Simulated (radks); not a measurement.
Values are calculated unless marked as measured or tabulated.
Task: Ionisation of Cd+, [Kr] 4d10 5s1, to Cd2+, [Kr] 4d10, under several functionals. Scalar-relativistic Kohn-Sham, spin-polarised, spherical densities, finite nucleus; open shells are filled with parallel spins first (spin-orbit coupling, left out, can overturn this in heavy ions); a radial shooting solver on a logarithmic mesh with Libxc functionals. The NIST Atomic Spectra Database gives 16.908 eV (measured). Rank these functionals by the error of their Delta-SCF ionisation energy: PBE; BP86; LDA (Slater exchange, VWN5 correlation); B86b exchange with PBE correlation; LDA (Slater exchange, Perdew-Zunger correlation); RPBE; exchange-only r2SCAN; exchange-only PBE.

Result: From best to worst: exchange-only PBE 16.807 eV (-0.101); RPBE 17.195 eV (+0.286); PBE 17.352 eV (+0.444); B86b exchange with PBE correlation 17.380 eV (+0.471); BP86 17.480 eV (+0.571); exchange-only r2SCAN 16.246 eV (-0.662); LDA (Slater exchange, Perdew-Zunger correlation) 17.709 eV (+0.800); LDA (Slater exchange, VWN5 correlation) 17.723 eV (+0.814).
